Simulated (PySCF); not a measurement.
# How methods differ on the excitation energy of Cu²⁺

Cu²⁺ [Ar] 3d9 (2D) → Cu²⁺ [Ar] 3d8 4s1 (4F), as a difference of total energies. Calculation: PySCF 2.14, in aug-cc-pVTZ-DK (8s7p5d3f2g, 93 functions); scalar relativity by spin-free X2C-1e. Correlated levels: valence: [Ar] frozen. The calculations carry no spin-orbit coupling.

```json
{"method": "UHF", "excitation energy (eV)": "5.762"}
{"method": "MP2 (valence)", "excitation energy (eV)": "7.721"}
{"method": "SCS-MP2 (valence)", "excitation energy (eV)": "7.690"}
{"method": "CCSD (valence)", "excitation energy (eV)": "7.250"}
{"method": "CCSD(T) (valence)", "excitation energy (eV)": "7.326"}
```

How much does correlation contribute at CCSD(T) (valence)?

7.326 − (5.762) = 1.564 eV, measured against UHF.
